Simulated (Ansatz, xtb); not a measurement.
# Relative energy of two isomers of B2Cl2F2H4N2

Structure a is `[NH3+][B-](Cl)(Cl)[NH+]=[B-](F)F`, a singlet and structure b is `F[B@-]1(Cl)[NH2+][B@@-](F)(Cl)[NH2+]1`, a singlet. Both are isolated molecules in the gas phase, relaxed with PBE0-D4/def2-SVP; the shapes shown needn't be the lowest conformers.

a (Å):

```xyz
12

B    -1.4369    1.7239   -0.0490
B    -0.6514   -0.6374   -0.7536
Cl   -0.6105    3.3576    0.1792
Cl   -3.1425    1.8988   -0.7614
F     0.0675   -1.4241   -1.5427
F    -1.4768   -1.2621    0.1146
N    -1.7056    1.1669    1.4432
N    -0.5574    0.7500   -0.7539
H    -0.8482    1.2070    1.9984
H    -2.0222    0.1924    1.3851
H    -2.4254    1.7315    1.8974
H     0.0817    1.1639   -1.4233
```

b (Å):

```tsv
atom	x (Å)	y (Å)	z (Å)
B	-0.5668	-0.5336	-0.7811
B	0.6677	0.4317	0.7744
Cl	-2.1720	0.1031	-1.3603
Cl	0.2111	1.9665	1.6423
F	-0.1381	-1.6812	-1.3719
F	1.8549	-0.1229	1.1392
N	0.5693	0.5817	-0.8078
N	-0.5013	-0.6490	0.8057
H	1.4153	0.2874	-1.2966
H	0.2787	1.4973	-1.1453
H	-1.3451	-0.3698	1.3022
H	-0.1969	-1.5663	1.1333
```

Question: Estimate E(b) − E(a) at the level CCSD(T)/def2-SVP + ΔMP2/def2-TZVPP.

Answer: Calculated at CCSD(T)/def2-SVP + ΔMP2/def2-TZVPP: E(b) − E(a) = −4.8 kcal/mol, so structure b lies lower.

How the difference moves with the method:

```
                             level          geometry  E(b) − E(a) (kcal/mol)  departure from the last row (kcal/mol)  job, with rough time for the two
                  PBE0-D4/def2-SVP  PBE0-D4/def2-SVP                      −8.7                                    −3.8                optimisation, 78 s
                       HF/def2-SVP  PBE0-D4/def2-SVP                      −2.8                                    +2.1           part of the CCSD(T) run
                      MP2/def2-SVP  PBE0-D4/def2-SVP                      −7.2                                    −2.4           part of the CCSD(T) run
                  CCSD(T)/def2-SVP  PBE0-D4/def2-SVP                      −7.3                                    −2.5                      single point
CCSD(T)/def2-SVP + ΔMP2/def2-TZVPP  PBE0-D4/def2-SVP                      −4.8                                                     single point, 2.5 min
```

As drawn, b has 2 B–N in place of 1 B=N. Structure a has no ring, b a 4-membered ring.

The levels shown agree on the order. The largest departure from CCSD(T)/def2-SVP + ΔMP2/def2-TZVPP is that of PBE0-D4/def2-SVP, 3.8 kcal/mol. Levels run at GFN2-xTB geometries aren't shown. The last row adds to CCSD(T) the change of the MP2 difference between the two basis sets, here +2.5 kcal/mol.

With thermal terms from frequencies at re-optimised GFN2-xTB minima (ideal gas, soft modes damped towards free rotors, one conformer each, 298.15 K, 1 atm): on the last row, ΔE + ΔZPE = −4.5, ΔH = −5.2, ΔG = −2.9 kcal/mol.

The correlated steps freeze 16 core orbitals. Mirror images aren't counted in ΔG. Codes used: Ansatz 0.2.0, xtb 6.7.1; the last row on 2 threads of Intel(R) Xeon(R) Platinum 8375C CPU @ 2.90GHz (Ice Lake) on a shared host.
